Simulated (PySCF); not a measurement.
PySCF input file for C2H7F2NSi, SMILES N[SiH2]CC(F)F, TDDFT-ωB97X/def2-SVPD. Geometry: B3LYP-D3(BJ)/def2-SVP. This is a generated structure with no PubChem entry under its InChIKey; it may be hypothetical. One conformer was computed; it need not be the lowest.

```python
import numpy as np
from pyscf import gto, scf, dft, tdscf

mol = gto.M(
    atom='''
    N     2.80122919   -0.32605728   -0.02686916
    Si    1.21539248    0.35418492   -0.19279484
    C    -0.17668038   -0.85742922    0.31557342
    C    -1.58258498   -0.32143420    0.19785535
    F    -1.73171255    0.78908318    0.97849054
    F    -1.83931999    0.05224778   -1.09039042
    H     3.14575801   -1.01600687   -0.68650136
    H     3.22364191   -0.45170609    0.88725170
    H     1.14215631    1.55263634    0.68567319
    H     1.02690222    0.71691959   -1.62329648
    H    -0.09396134   -1.76646325   -0.30405362
    H    -0.00599900   -1.16968897    1.35983360
    H    -2.36771205   -1.04067679    0.49483102
    ''',
    basis='def2-SVPD',
    charge=0,
    spin=0,
    max_memory=1600,
    verbose=4,
)
mf = dft.RKS(mol, xc='wb97x').density_fit(auxbasis='def2-universal-jkfit')
mf.grids.level = 3
mf.conv_tol = 1e-9
mf.max_cycle = 100
mf.kernel()
mf.grids = dft.Grids(mol).set(level=1).build(with_non0tab=True)  # coarser grid for the response kernel
td = tdscf.TDDFT(mf)
td.singlet = True
td.nstates = 10
td.conv_tol = 1e-4
td.positive_eig_threshold = 1e-6
td.kernel(x0=td.get_init_guess(mf, 15))
td.analyze()
tt = tdscf.TDA(mf)
tt.singlet = False
tt.nstates = 4
tt.conv_tol = 1e-4
tt.positive_eig_threshold = 1e-6
tt.kernel(x0=tt.get_init_guess(mf, 9))
tt.analyze(verbose=3)
```

Program output:

```
PySCF version 2.14.0

[INPUT] verbose = 4
[INPUT] num. atoms = 13
[INPUT] num. electrons = 58
[INPUT] charge = 0
[INPUT] spin (= nelec alpha-beta = 2S) = 0
[INPUT] symmetry False subgroup None
[INPUT] Mole.unit = angstrom
[INPUT] Symbol           X                Y                Z      unit          X                Y                Z       unit  Magmom
[INPUT]  1 N      2.801229190000  -0.326057280000  -0.026869160000 AA    5.293555981237  -0.616158960121  -0.050775353597 Bohr   0.0
[INPUT]  2 Si     1.215392480000   0.354184920000  -0.192794840000 AA    2.296758921056   0.669312496251  -0.364329445829 Bohr   0.0
[INPUT]  3 C     -0.176680380000  -0.857429220000   0.315573420000 AA   -0.333877529784  -1.620306396999   0.596347335992 Bohr   0.0
[INPUT]  4 C     -1.582584980000  -0.321434200000   0.197855350000 AA   -2.990652181050  -0.607422605069   0.373892423780 Bohr   0.0
[INPUT]  5 F     -1.731712550000   0.789083180000   0.978490540000 AA   -3.272462445972   1.491151099701   1.849079136078 Bohr   0.0
[INPUT]  6 F     -1.839319990000   0.052247780000  -1.090390420000 AA   -3.475811036538   0.098733994817  -2.060539262649 Bohr   0.0
[INPUT]  7 H      3.145758010000  -1.016006870000  -0.686501360000 AA    5.944621093057  -1.919974724977  -1.297299554541 Bohr   0.0
[INPUT]  8 H      3.223641910000  -0.451706090000   0.887251700000 AA    6.091800333570  -0.853600798898   1.676662716555 Bohr   0.0
[INPUT]  9 H      1.142156310000   1.552636340000   0.685673190000 AA    2.158362617344   2.934057453647   1.295734540057 Bohr   0.0
[INPUT] 10 H      1.026902220000   0.716919590000  -1.623296480000 AA    1.940563952508   1.354781678435  -3.067585766171 Bohr   0.0
[INPUT] 11 H     -0.093961340000  -1.766463250000  -0.304053620000 AA   -0.177561198897  -3.338131751609  -0.574578068983 Bohr   0.0
[INPUT] 12 H     -0.005999000000  -1.169688970000   1.359833600000 AA   -0.011336467021  -2.210391804225   2.569713078981 Bohr   0.0
[INPUT] 13 H     -2.367712050000  -1.040676790000   0.494831020000 AA   -4.474327316332  -1.966594117292   0.935095105739 Bohr   0.0

nuclear repulsion = 316.212204536306
number of shells = 80
number of NR pGTOs = 268
number of NR cGTOs = 186
basis = def2-SVPD
ecp = {}


[settings echo left out]
init E= -624.409100053533
  HOMO = -0.293047751901025  LUMO = 0.0262307723732143  gap/eV = 8.68801
cycle= 1 E= -623.867625915107  delta_E= 0.541  |g|= 0.775  |ddm|= 4.16
  HOMO = -0.315474453577129  LUMO = 0.0745046468643772  gap/eV = 10.61187
cycle= 2 E= -623.883203184199  delta_E= -0.0156  |g|= 0.808  |ddm|= 1.51
  HOMO = -0.365711426095944  LUMO = 0.0740765620840174  gap/eV = 11.96724
cycle= 3 E= -623.989548552714  delta_E= -0.106  |g|= 0.0593  |ddm|= 0.672
  HOMO = -0.365910946757337  LUMO = 0.0764853498084488  gap/eV = 12.03822
cycle= 4 E= -623.990272423295  delta_E= -0.000724  |g|= 0.0236  |ddm|= 0.106
  HOMO = -0.362452231113656  LUMO = 0.0777377328651534  gap/eV = 11.97818
cycle= 5 E= -623.990410166546  delta_E= -0.000138  |g|= 0.00639  |ddm|= 0.0559
  HOMO = -0.363918173224287  LUMO = 0.0773721313150135  gap/eV = 12.00812
cycle= 6 E= -623.99042048381  delta_E= -1.03e-05  |g|= 0.00169  |ddm|= 0.0158
  HOMO = -0.363632446264675  LUMO = 0.077393745677317  gap/eV = 12.00093
cycle= 7 E= -623.990421327012  delta_E= -8.43e-07  |g|= 0.000627  |ddm|= 0.00646
  HOMO = -0.363693742088772  LUMO = 0.0773854849553484  gap/eV = 12.00238
cycle= 8 E= -623.990421454157  delta_E= -1.27e-07  |g|= 0.000104  |ddm|= 0.00226
  HOMO = -0.363700309830076  LUMO = 0.0773798940396313  gap/eV = 12.00240
cycle= 9 E= -623.990421460091  delta_E= -5.93e-09  |g|= 3.92e-05  |ddm|= 0.000919
  HOMO = -0.363697977842106  LUMO = 0.0773798496659639  gap/eV = 12.00234
cycle= 10 E= -623.990421460724  delta_E= -6.34e-10  |g|= 9.49e-06  |ddm|= 0.000256
  HOMO = -0.363699079958908  LUMO = 0.0773795451463339  gap/eV = 12.00236
Extra cycle  E= -623.990421460761  delta_E= -3.67e-11  |g|= 5.17e-06  |ddm|= 5.53e-05
converged SCF energy = -623.990421460761
tot grids = 49800
Overwritten attributes  positive_eig_threshold  of <class 'pyscf.tdscf.rks.TDDFT'>


******** <class 'pyscf.tdscf.rks.TDDFT'> for <class 'pyscf.df.df_jk.DFRKS'> ********
nstates = 10 singlet
deg_eia_thresh = 1.000e-03
wfnsym = None
conv_tol = 0.0001
eigh lindep = 1e-12
eigh level_shift = 0
eigh max_cycle = 100


Excitation energies (eV)
[6.68500144 8.16548878 8.41128591 8.4552935  8.66325381 8.79501196
 8.87313191 9.10690585 9.58108741 9.60740748]

** Singlet excitation energies and oscillator strengths **
Excited State   1:      6.68500 eV    185.47 nm  f=0.0381
      27 -> 30       -0.10501
      29 -> 30        0.66143
      29 -> 31        0.15064
Excited State   2:      8.16549 eV    151.84 nm  f=0.0057
      27 -> 31        0.10958
      29 -> 30       -0.16131
      29 -> 31        0.52765
      29 -> 32        0.13292
      29 -> 33       -0.33262
      29 -> 36       -0.13192
      29 -> 40       -0.10034
Excited State   3:      8.41129 eV    147.40 nm  f=0.0001
      29 -> 34       -0.56945
      29 -> 35       -0.13691
      29 -> 38        0.32097
      29 -> 44       -0.14001
Excited State   4:      8.45529 eV    146.64 nm  f=0.0229
      27 -> 30       -0.20761
      27 -> 31       -0.14291
      29 -> 31       -0.25003
      29 -> 33       -0.50531
      29 -> 36        0.20978
      29 -> 37       -0.15185
      29 -> 41        0.11601
Excited State   5:      8.66325 eV    143.12 nm  f=0.0247
      28 -> 30        0.14814
      29 -> 34       -0.25199
      29 -> 35        0.52258
      29 -> 38       -0.20106
      29 -> 39        0.22383
Excited State   6:      8.79501 eV    140.97 nm  f=0.0620
      29 -> 30        0.10433
      29 -> 32        0.62580
      29 -> 37        0.22811
Excited State   7:      8.87313 eV    139.73 nm  f=0.0469
      28 -> 30       -0.60123
      28 -> 31       -0.17097
      28 -> 33       -0.12260
      28 -> 36        0.15198
      29 -> 34       -0.13715
Excited State   8:      9.10691 eV    136.14 nm  f=0.0338
      26 -> 30        0.10008
      27 -> 30       -0.48001
      29 -> 31        0.11988
      29 -> 33        0.26819
      29 -> 37       -0.24734
      29 -> 40        0.20038
Excited State   9:      9.58109 eV    129.41 nm  f=0.0040
      26 -> 31       -0.17313
      27 -> 30       -0.18766
      27 -> 31       -0.34943
      27 -> 33       -0.10735
      29 -> 36       -0.35409
      29 -> 37        0.28807
      29 -> 40       -0.10906
Excited State  10:      9.60741 eV    129.05 nm  f=0.0013
      28 -> 31        0.38266
      28 -> 32        0.24799
      28 -> 33       -0.36254
      28 -> 36       -0.13616
      28 -> 37        0.15012
      28 -> 40       -0.10052
      29 -> 39       -0.16783

** Transition electric dipole moments (AU) **
state          X           Y           Z        Dip. S.      Osc.
  1         0.3084      0.3442     -0.1389      0.2328      0.0381
  2        -0.1392     -0.0871      0.0381      0.0284      0.0057
  3         0.0005     -0.0185     -0.0190      0.0007      0.0001
  4        -0.1293      0.2896     -0.0996      0.1105      0.0229
  5        -0.0153     -0.1164     -0.3205      0.1165      0.0247
  6        -0.3573     -0.3716      0.1473      0.2875      0.0620
  7         0.0191      0.1551      0.4373      0.2156      0.0469
  8         0.3388     -0.1850      0.0489      0.1514      0.0338
  9        -0.1303      0.0065      0.0077      0.0171      0.0040
 10         0.0052      0.0248      0.0691      0.0054      0.0013

** Transition velocity dipole moments (imaginary part, AU) **
state          X           Y           Z        Dip. S.      Osc.
  1         0.0784      0.0873     -0.0352      0.0150      0.0407
  2        -0.0444     -0.0301      0.0130      0.0030      0.0068
  3         0.0003     -0.0046     -0.0018      0.0000      0.0001
  4        -0.0398      0.0970     -0.0333      0.0121      0.0260
  5        -0.0049     -0.0375     -0.1033      0.0121      0.0253
  6        -0.1186     -0.1249      0.0495      0.0321      0.0662
  7         0.0065      0.0528      0.1490      0.0250      0.0512
  8         0.1134     -0.0601      0.0157      0.0167      0.0333
  9        -0.0437     -0.0018      0.0041      0.0019      0.0037
 10         0.0019      0.0093      0.0258      0.0008      0.0014

** Transition magnetic dipole moments (imaginary part, AU) **
state          X           Y           Z
  1        -0.0537     -0.3930     -1.0973
  2        -0.0368     -0.2240     -0.6316
  3         0.3666     -0.3409      0.1061
  4         0.0032     -0.0617     -0.1232
  5         0.4762     -0.3218      0.0910
  6         0.0104      0.0160      0.0425
  7        -1.2837     -0.6651      0.3013
  8         0.0539      0.3958      1.0986
  9        -0.0163     -0.1007     -0.2865
 10        -1.4742      1.2209     -0.3643
Overwritten attributes  positive_eig_threshold  of <class 'pyscf.tdscf.rks.TDA'>


******** <class 'pyscf.tdscf.rks.TDA'> for <class 'pyscf.df.df_jk.DFRKS'> ********
nstates = 4 triplet
deg_eia_thresh = 1.000e-03
wfnsym = None
conv_tol = 0.0001
eigh lindep = 1e-12
eigh level_shift = 0
eigh max_cycle = 100


Excitation energies (eV)
[6.42274538 7.87242513 8.20661116 8.26674679]

** Triplet excitation energies and oscillator strengths **
Excited State   1:      6.42275 eV    193.04 nm  f=0.0000
Excited State   2:      7.87243 eV    157.49 nm  f=0.0000
Excited State   3:      8.20661 eV    151.08 nm  f=0.0000
Excited State   4:      8.26675 eV    149.98 nm  f=0.0000
```

The calculation finished and met its thresholds.
